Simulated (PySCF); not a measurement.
Computed IR spectrum (relative IR intensity) of a molecule C4H7FO. Coordinates come from a PBE0-D3(BJ)/def2-SVP optimisation. The values are those of a single conformer. Method: PBE0-D3(BJ)/def2-SVP (PySCF 2.14.0). Harmonic, unscaled wavenumbers; measured fundamentals usually lie a few per cent lower.

```json
[
 {"ν (cm⁻¹)": "93", "relative intensity": "7.9"},
 {"ν (cm⁻¹)": "360", "relative intensity": "2.2"},
 {"ν (cm⁻¹)": "434", "relative intensity": "4.0"},
 {"ν (cm⁻¹)": "439", "relative intensity": "7.3"},
 {"ν (cm⁻¹)": "665", "relative intensity": "5.2"},
 {"ν (cm⁻¹)": "856", "relative intensity": "3.5"},
 {"ν (cm⁻¹)": "943", "relative intensity": "18"},
 {"ν (cm⁻¹)": "977", "relative intensity": "30"},
 {"ν (cm⁻¹)": "1047", "relative intensity": "9.1"},
 {"ν (cm⁻¹)": "1099", "relative intensity": "100"},
 {"ν (cm⁻¹)": "1213", "relative intensity": "7.0"},
 {"ν (cm⁻¹)": "1267", "relative intensity": "70"},
 {"ν (cm⁻¹)": "1302", "relative intensity": "33"},
 {"ν (cm⁻¹)": "1395", "relative intensity": "23"},
 {"ν (cm⁻¹)": "1411", "relative intensity": "24"},
 {"ν (cm⁻¹)": "1454", "relative intensity": "4.0"},
 {"ν (cm⁻¹)": "1509", "relative intensity": "5.7"},
 {"ν (cm⁻¹)": "3038", "relative intensity": "82"},
 {"ν (cm⁻¹)": "3050", "relative intensity": "7.5"},
 {"ν (cm⁻¹)": "3064", "relative intensity": "6.2"},
 {"ν (cm⁻¹)": "3113", "relative intensity": "56"},
 {"ν (cm⁻¹)": "3166", "relative intensity": "8.6"},
 {"ν (cm⁻¹)": "3174", "relative intensity": "7.6"}
]
```

Q: Pick the molecule that these values belong to.
A. COC1(F)CC1
B. CC1(F)COC1
C. C/C=C(\F)OC
D. OC[C@H]1C[C@@H]1F

A: B, CC1(F)COC1
